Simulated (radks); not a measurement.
Species: neutral caesium. Configuration: [Xe] 6s1 (the NIST ground configuration). All-electron calculation, scalar-relativistic Kohn-Sham, LDA (Slater exchange, VWN5 correlation), spin-polarised, spherical densities, finite nucleus; open shells are filled with parallel spins first (spin-orbit coupling, left out, can overturn this in heavy ions); Fermi nuclear charge, rms radius 4.8041 fm; hard spherical wall at 3.5 bohr. Program: a radial shooting solver on a logarithmic mesh with Libxc functionals. Some entries of the table are withheld. Estimate them.

| orbital | occ. | eigenvalue (eV) | <r^2> (bohr^2) | <r> (bohr) |
|---|---|---|---|---|
| 1s up | 1 | -35741.71 | 0.0009266 | 0.02613 |
| 1s down | 1 | -35741.63 | 0.0009266 | 0.02613 |
| 2s up | 1 | -5594.203 | 0.01486 | 0.1122 |
| 2s down | 1 | -5594.153 | 0.01486 | 0.1122 |
| 2p up | 3 | -5019.623 | 0.01178 | 0.09825 |
| 2p down | 3 | -5019.573 | 0.01178 | 0.09825 |
| 3s up | 1 | -1150.198 | 0.1025 | 0.2995 |
| 3s down | 1 | -1150.130 | 0.1025 | 0.2995 |
| 3p up | 3 | -965.2392 | 0.1025 | 0.2974 |
| 3p down | 3 | -965.1702 | 0.1025 | 0.2974 |
| 3d up | 5 | -692.8596 | 0.08856 | 0.2738 |
| 3d down | 5 | -692.7946 | 0.08856 | 0.2738 |
| 4s up | 1 | -204.9019 | 0.5475 | 0.6962 |
| 4s down | 1 | -204.7694 | 0.5473 | 0.6960 |
| 4p up | 3 | -145.8055 | 0.6270 | 0.7419 |
| 4p down | 3 | -145.6595 | 0.6265 | 0.7416 |
| 4d up | 5 | -59.9005 | 0.8325 | 0.8443 |
| 4d down | 5 | -59.7171 | 0.8312 | 0.8437 |
| 5s up | 1 | -15.3386 | 3.190 | 1.699 |
| 5s down | 1 | -14.9754 | 3.178 | 1.696 |
| 5p up | 3 | -1.3716 | 3.818 | 1.868 |
| 5p down | 3 | -0.9636 | 3.798 | 1.863 |
| 5d up | 0 | (1) | (2) | (3) |
| 5d down | 0 | (4) | (5) | (6) |
| 6s up | 1 | 36.6813 | 5.270 | 2.158 |
| 6s down | 0 | 37.4600 | 5.268 | 2.158 |
| 6p up | 0 | 49.7367 | 5.124 | 2.111 |
| 6p down | 0 | 50.4907 | 5.133 | 2.114 |
| 7s up | 0 | 117.0656 | 4.994 | 2.062 |
| 7s down | 0 | 117.6046 | 4.999 | 2.063 |

Answer. 
(1) 5d up eigenvalue (eV): 19.1196
(2) 5d up <r^2> (bohr^2): 4.736
(3) 5d up <r> (bohr): 2.090
(4) 5d down eigenvalue (eV): 19.6413
(5) 5d down <r^2> (bohr^2): 4.708
(6) 5d down <r> (bohr): 2.083
